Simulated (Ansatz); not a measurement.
`C[O][In]([SH])[SH]` + `OC[SiH2]F` → `C[O][In]([OH])[SH]` + `F[SiH2]CS`  (redistribution)

Program: Ansatz. Geometries: PBE0-D4/def2-TZVP. ΔE: electronic, gas phase. CCSD(T)/CBS adds triple-zeta CCSD(T) − MP2 to the extrapolated MP2 energy (def2 sets, frozen cores). Functionals use def2-TZVPP. B3LYP here is the variant with VWN-RPA as its local correlation; programs differ in this. Elements past krypton have def2 core potentials. For In outer-core shells are correlated without core-valence functions, which leaves a few kJ/mol of doubt a bond. One conformer a species, not always the lowest.

`C[O][In]([SH])[SH]`:

```xyz
10

C    -0.914   -1.219    0.692
O     0.375   -0.670    0.636
In    0.789    0.910   -0.486
S     3.033    1.638   -0.401
S    -0.962    1.880   -1.758
H    -1.665   -0.509    1.066
H    -0.898   -2.070    1.381
H    -1.261   -1.593   -0.282
H     3.355    0.658    0.462
H    -1.852    0.976   -1.310
```

`OC[SiH2]F`:

Z-matrix (Å, degrees):
```
C
Si 1 1.876
O 1 1.422 2 111.4
H 1 1.095 2 109.6 3 -117.9
H 1 1.100 2 111.0 3 125.2
F 2 1.608 1 106.2 3 -54.9
H 2 1.486 1 112.2 3 -172.8
H 2 1.482 1 111.8 3 61.8
H 3 0.961 1 108.4 2 58.0
```

`C[O][In]([OH])[SH]`:

Z-matrix (Å, degrees):
```
C
O 1 1.409
H 1 1.095 2 108.5
H 1 1.097 2 113.5 3 119.8
H 1 1.097 2 111.3 3 -118.5
In 2 1.970 1 121.7 3 -151.3
S 6 2.362 2 119.9 1 -176.1
O 6 1.978 2 113.7 1 5.0
H 7 1.345 6 91.9 2 0.9
H 8 0.960 6 113.4 2 178.3
```

`F[SiH2]CS`:

```xyz
9

F    -0.134   -1.603   -1.121
Si    0.689   -0.816    0.009
C    -0.355    0.613    0.591
S    -0.833    1.677   -0.799
H     0.953   -1.780    1.108
H     1.951   -0.330   -0.594
H     0.249    1.242    1.251
H    -1.231    0.292    1.159
H    -1.291    0.705   -1.603
```

| level | ΔE (kJ/mol) | difference from CCSD(T)/CBS |
| --- | --- | --- |
| PBE-D4 | 12.7 | 8.5 |
| r2SCAN-D4 | 11.6 | 7.4 |
| PBE0-D4 | 16.2 | 12.0 |
| B3LYP-D4 | 13.2 | 9.0 |
| ωB97X-V | 9.9 | 5.7 |
| ωB97M-V | 10.8 | 6.6 |
| B2PLYP | 8.3 | 4.1 |
| PBE | 13.1 | 8.9 |
| r2SCAN | 11.5 | 7.3 |
| PBE0 | 16.3 | 12.1 |
| B3LYP | 14.0 | 9.8 |
| HF/def2-TZVPP | 20.6 | 16.4 |
| MP2/def2-TZVPP | 3.0 | -1.2 |
| SCS-MP2/def2-TZVPP | 3.9 | -0.3 |
| CCSD/def2-TZVPP | 10.1 | 5.9 |
| CCSD(T)/def2-TZVPP | 8.3 | 4.1 |
| HF/def2-QZVPP | 19.0 | 14.8 |
| MP2/def2-QZVPP | 0.1 | -4.1 |
| SCS-MP2/def2-QZVPP | 1.1 | -3.1 |
| HF/CBS(def2) | 18.8 | 14.6 |
| MP2/CBS(def2) | -1.1 | -5.3 |
| CCSD/CBS(def2) | 6.0 | 1.8 |
| CCSD(T)/CBS | 4.2 | 0 |

Largest T1 diagnostic among the species: 0.016.

From PBE to PBE0 (25 % exact exchange), in def2-TZVPP and without D4, ΔE moves by +3.2 kJ/mol. In def2-TZVPP, CCSD(T) changes the Hartree–Fock value by −12.3 kJ/mol (the triples alone add −1.9 kJ/mol) and MP2 by −17.6 kJ/mol.
